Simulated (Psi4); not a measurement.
Psi4 input (wB97X-D/6-31G*):

```
memory 1500 MB

molecule {
0 2
C    -2.27486008   -0.51736437   -1.03478591
C    -1.64988732    0.21539019    0.16517997
C    -0.34875673   -0.35784894    0.59890388
C     0.93184616    0.37681533    0.44359211
C     1.35612331    0.52540917   -1.02466243
O     1.92803086   -0.32468170    1.19068545
H    -2.43113331   -1.57270680   -0.80410268
H    -3.24118476   -0.08177839   -1.29837853
H    -1.62453084   -0.46209101   -1.90931701
H    -2.36666892    0.17968772    0.99588294
H    -1.52729365    1.27438447   -0.08216508
H    -0.29817783   -1.37757272    0.96022045
H     0.80928359    1.39243189    0.85813628
H     2.28373772    1.10090834   -1.10074810
H     0.59173285    1.05150471   -1.59898499
H     1.51362120   -0.45833453   -1.46863825
H     2.77957512    0.09661156    1.03324575
symmetry c1
no_reorient
no_com
}

set {
  basis 6-31G*
  reference uks
  scf_type pk
  dft_radial_points 99
  dft_spherical_points 590
  e_convergence 1e-8
  d_convergence 1e-7
  maxiter 150
}

e = energy('wb97x-d')
print_out(f'\nFINAL {e:.10f} DIPOLE {variable("CURRENT DIPOLE")[0]:.6f} {variable("CURRENT DIPOLE")[1]:.6f} {variable("CURRENT DIPOLE")[2]:.6f}\n')
```

From the output:

```
      61A      1.004835    62A      1.008268    63A      1.026574
      64A      1.051455    65A      1.055582    66A      1.074206
      67A      1.092545    68A      1.114537    69A      1.134682
      70A      1.152859    71A      1.229317    72A      1.320487
      73A      1.450964    74A      1.459995    75A      1.512164
      76A      1.562877    77A      1.624995    78A      1.659498
      79A      1.764890    80A      1.794500    81A      1.870329
      82A      1.882398    83A      1.905546    84A      1.957206
      85A      2.006823    86A      2.046809    87A      2.064863
      88A      2.090595    89A      2.117377    90A      2.186075
      91A      2.210717    92A      2.262195    93A      2.289956
      94A      2.326489    95A      2.376272    96A      2.407365
      97A      2.421836    98A      2.485464    99A      2.575325
     100A      2.598006   101A      2.631500   102A      2.679405
     103A      2.740791   104A      2.842393   105A      2.906502
     106A      3.014088   107A      3.882205   108A      4.241678
     109A      4.307863   110A      4.432268   111A      4.567426
     112A      4.635958

    Final Occupation by Irrep:
              A
    DOCC [    24 ]
    SOCC [     1 ]
    NA   [    25 ]
    NB   [    24 ]

  @UKS Final Energy:  -272.22741933468927

   => Energetics <=

    Nuclear Repulsion Energy =            245.4962297725739688
    One-Electron Energy =                -854.1322085373501523
    Two-Electron Energy =                 363.5916628123777627
    DFT Exchange-Correlation Energy =     -27.1741728819821127
    Empirical Dispersion Energy =          -0.0089305003087725
    VV10 Nonlocal Energy =                  0.0000000000000000
    Total Energy =                       -272.2274193346892730

  UHF NO Occupations:
  HONO-2 :   23  A 1.9996352
  HONO-1 :   24  A 1.9987641
  HONO-0 :   25  A 1.0000000
  LUNO+0 :   26  A 0.0012359
  LUNO+1 :   27  A 0.0003648
  LUNO+2 :   28  A 0.0003126
  LUNO+3 :   29  A 0.0002680

Computation Completed

Properties will be evaluated at   0.000000,   0.000000,   0.000000 [a0]

Properties computed using the SCF density matrix

 Multipole Moments:

 ------------------------------------------------------------------------------------
     Multipole            Electronic (a.u.)      Nuclear  (a.u.)        Total (a.u.)
 ------------------------------------------------------------------------------------

 L = 1.  Multiply by 2.5417464519 to convert [e a0] to [Debye]
 Dipole X            :          0.0779981            0.0000002            0.0779982
 Dipole Y            :          0.4788707           -0.0000002            0.4788706
 Dipole Z            :         -0.4307153            0.0000002           -0.4307151
 Magnitude           :                                                    0.6487806

 ------------------------------------------------------------------------------------

FINAL -272.2274193347 DIPOLE 0.077998 0.478871 -0.430715

*** Psi4 exiting successfully. Buy a developer a beer!
```

The geometry given is a B3LYP-D3(BJ)/def2-TZVP minimum.
